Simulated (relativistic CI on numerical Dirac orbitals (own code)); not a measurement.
# Crystal-field levels of Cd³⁺, 4d9

Calculated by Dirac-Coulomb-Breit CI, KLI orbitals optimised for each configuration, model QED, one configuration in a parametric crystal field, unscaled Slater integrals (own radial code).

Field parameters in Wybourne normalisation: Oh B⁴₀ = 21Dq, B⁴₄ = √(5/14) B⁴₀. The field is a parameter set, without covalency.

S is read from ⟨S²⟩ = S(S + 1).

Levels (cm⁻¹, degeneracy): 0 (4), 32660 (2), 36247 (4).

Problem. Which field gives this pattern?
A. Oh, 10Dq = 20350 cm⁻¹
B. Oh, 10Dq = 34700 cm⁻¹
C. Oh, 10Dq = 25100 cm⁻¹
D. Oh, 10Dq = 39500 cm⁻¹

Solution. B. Oh, 10Dq = 34700 cm⁻¹, ground level with S = 0.50.
